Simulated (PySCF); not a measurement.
# Radial density of I⁺ (iodine, charge +1)

UHF, [Kr] 4d10 5s1 5p4 5d1, one real determinant (an excited configuration). All numbers are calculated (PySCF 2.14, scalar relativity by spin-free X2C-1e, in aug-cc-pwCVTZ-DK3 (10s9p7d4f1g, 109 functions)).

```json
{"r (bohr)": "0.0268", "4πr²ρ (e/bohr)": "64.04", "4πr²(ρα − ρβ)": "0.0224"}
{"r (bohr)": "0.0451", "4πr²ρ (e/bohr)": "62.61", "4πr²(ρα − ρβ)": "0.0557"}
{"r (bohr)": "0.0759", "4πr²ρ (e/bohr)": "87.73", "4πr²(ρα − ρβ)": "0.0796"}
{"r (bohr)": "0.128", "4πr²ρ (e/bohr)": "70.02", "4πr²(ρα − ρβ)": "-0.0023"}
{"r (bohr)": "0.215", "4πr²ρ (e/bohr)": "72.34", "4πr²(ρα − ρβ)": "0.1860"}
{"r (bohr)": "0.361", "4πr²ρ (e/bohr)": "45.05", "4πr²(ρα − ρβ)": "-0.0010"}
{"r (bohr)": "0.608", "4πr²ρ (e/bohr)": "26.63", "4πr²(ρα − ρβ)": "0.4556"}
{"r (bohr)": "1.02", "4πr²ρ (e/bohr)": "16.47", "4πr²(ρα − ρβ)": "0.0524"}
{"r (bohr)": "1.72", "4πr²ρ (e/bohr)": "4.272", "4πr²(ρα − ρβ)": "2.0466"}
{"r (bohr)": "2.89", "4πr²ρ (e/bohr)": "1.675", "4πr²(ρα − ρβ)": "1.0528"}
{"r (bohr)": "4.87", "4πr²ρ (e/bohr)": "0.1889", "4πr²(ρα − ρβ)": "0.1493"}
{"r (bohr)": "8.18", "4πr²ρ (e/bohr)": "0.002149", "4πr²(ρα − ρβ)": "0.0021"}
```

Densities and radii are taken from the X2C orbitals without a picture-change correction, which distorts them close to the nucleus.

⟨L²⟩ = 8.07 against 12 for a pure F term, so this real determinant mixes terms. The outer electron is Rydberg-like, and this basis confines it to a smaller radius and binds it less than a complete one would.

Where is the radial spin density 4πr²(ρα − ρβ) most negative, and why is it negative at all?

Around r = 0.128 bohr, down to -0.0023 e/bohr: exchange with the open shell polarises the paired shells in an unrestricted calculation.
